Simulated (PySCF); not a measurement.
C3H9Si, SMILES [CH2][SiH](C)C, multiplicity 2.

Coordinates come from a B3LYP-D3(BJ)/def2-SVP optimisation. A frequency run showed that this geometry is not a minimum. The isomer is the one that the SMILES or the coordinates give; other isomers of the formula were not compared.

All values below come from B3LYP-D3(BJ)/def2-SVP (PySCF).

Frequencies are harmonic and unscaled.

```
mode  ν (cm⁻¹)  IR (km/mol)  moving atoms (share of kinetic energy)
----  --------  -----------  --------------------------------------
1          48i          0.2                                  H 98 %
2          160          0.0                                  H 98 %
3          173          0.0                                  H 95 %
4          206          0.7                 C 47 %, H 41 %, Si 12 %
5          211          0.2                 C 51 %, H 37 %, Si 12 %
6          240          1.6                 H 40 %, Si 34 %, C 26 %
7          554         32.3                          H 73 %, C 27 %
8          603          5.1                                  H 92 %
9          621         11.9                                  H 93 %
10         626          2.0                 C 66 %, H 23 %, Si 10 %
11         692          8.2                 H 42 %, C 39 %, Si 19 %
12         735          9.0                 C 52 %, H 26 %, Si 22 %
13         761         60.5                 H 57 %, C 24 %, Si 18 %
14         829         22.2                          H 70 %, C 22 %
15         859         55.3                 H 65 %, C 23 %, Si 12 %
16         903        114.1                          H 82 %, C 11 %
17         910        161.5                 H 72 %, Si 16 %, C 12 %
18        1262         19.8                          H 78 %, C 21 %
19        1267          8.5                          H 80 %, C 20 %
20        1374          3.5                          H 87 %, C 12 %
21        1430          2.2                                  H 95 %
22        1431          0.1                                  H 95 %
23        1438          2.4                                  H 96 %
24        1444          5.6                                  H 96 %
25        2196        152.8                                  H 97 %
26        3025          6.0                                  H 97 %
27        3025          6.4                                  H 97 %
28        3113          0.1                           H 91 %, C 9 %
29        3114          5.3                                  H 92 %
30        3115         16.7                                  H 94 %
31        3123          8.5                           H 91 %, C 9 %
32        3123          6.4                           H 91 %, C 9 %
33        3214          2.9                          H 90 %, C 10 %
```
